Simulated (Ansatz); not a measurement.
Basis-set extrapolation for C2H6AlClSi (`C=[C](Cl)[AlH][SiH3]`) (PBE0-D4/def2-TZVP geometry, frozen core, Ansatz). Multiplicity 1, RHF reference.

```json
{"": "HF", "def2-TZVPP": "-1069.603401", "def2-QZVPP": "-1069.635433"}
{"": "MP2 correlation", "def2-TZVPP": "-0.711910", "def2-QZVPP": "-0.766809"}
{"": "CCSD(T) correlation", "def2-TZVPP": "-0.811186", "def2-QZVPP": "not run"}
```

Energies in hartree. Use E(X) = E(∞) + A·exp(−7.88·√X) for Hartree–Fock and E(X) = E(∞) + B·X^(−2.97) for correlation, with X = 3 and 4, and add CCSD(T) minus MP2 of the smaller set to the MP2 limit.

Task: What is the CCSD(T) energy at the basis-set limit?

Result: HF limit: -1069.635433 + (-0.032032) × 0.13774 = -1069.63985. MP2 limit: -0.766809 + (-0.054899) × 0.74074 = -0.80747. Higher-order term: -0.811186 − (-0.711910) = -0.09928. Total: -1070.54660 hartree, 346.6 kJ/mol below CCSD(T)/def2-TZVPP.
